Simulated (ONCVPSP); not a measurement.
# Scattering properties, ONCV potential for Ni (Z = 28)

| Item | Value |
| --- | --- |
| Element | nickel (Ni) |
| Generator | ONCVPSP 4.0.1 |
| Type | optimised norm-conserving Vanderbilt (ONCV) |
| Functional | LDA (Perdew-Wang 92) |
| Relativity | scalar-relativistic |
| Frozen core | [Ar] |
| Valence charge | 10 |
| Reference configuration | 3d8 4s2 |
| Partial waves | 4s: rc 2.20 bohr, ncon 4, nbas 8, qcut 3 1/bohr, 2 projectors, debl 2.5 Ha; p scattering state at 0.17 Ha: rc 1.75 bohr, ncon 4, nbas 7, qcut 4.6 1/bohr, 1 projector; 3d: rc 0.85 bohr, ncon 4, nbas 9, qcut 16.6 1/bohr, 2 projectors, debl 3.2 Ha |
| Local potential | polynomial inside 0.65 bohr (lpopt 2, dvloc0 -1 Ha) |
| Core correction | none |

The phase is arctan(r·R′/R) of the radial function R(r), unwrapped; energies in Ha, scanned from -2 to 5 Ha. A pole is an energy at which the radial function vanishes at the test radius. The pseudo phase is shifted by a multiple of π to meet the all-electron one at the reference energy, and phase errors are pseudo minus all-electron; the curves can meet again beyond the range given. Levels narrower than the energy grid can be missing from the lists of poles.

Problem. For each channel, where are the poles, and over which energies does the pseudopotential scatter like the atom?

Solution.

```tsv
channel	radius (bohr)	reference energy (Ha)	poles, all-electron	poles, pseudo	unbroken range about the reference energy with phases within 0.05 rad	phase error 1 Ha above the reference energy (rad)
s	2.23	-0.22	1.21	1.21	below 3.3	-0.000
p	1.78	0.17	3.90	-1.16, 3.42	-0.8 to 3.8	-0.009
d	0.86	-0.34	3.63	3.63	the whole range	+0.000
```

Note: ghosts flagged at negative energy: s at -92.1 eV, p at -32.3 eV; no localised positive-energy state flagged. A true bound ghost makes a file unfit for plane-wave use.

Phases in the p channel:

| E (Ha) | all-electron | pseudo |
| --- | --- | --- |
| -1.98 | 1.293 | 4.285 |
| -1.62 | 1.218 | 4.189 |
| -1.26 | 1.140 | 3.319 |
| -0.90 | 1.038 | 1.114 |
| -0.54 | 0.885 | 0.903 |
| -0.18 | 0.629 | 0.632 |
| 0.18 | 0.191 | 0.191 |
| 0.54 | -0.383 | -0.383 |
| 0.90 | -0.826 | -0.831 |
| 1.26 | -1.085 | -1.095 |
| 1.62 | -1.237 | -1.252 |
| 1.98 | -1.335 | -1.354 |
| 2.34 | -1.404 | -1.426 |
| 2.70 | -1.455 | -1.483 |
| 3.06 | -1.496 | -1.529 |
| 3.42 | -1.531 | -1.571 |
| 3.78 | -1.561 | -1.611 |
| 4.14 | -1.589 | -1.653 |
| 4.50 | -1.617 | -1.701 |
| 4.86 | -1.646 | -1.761 |
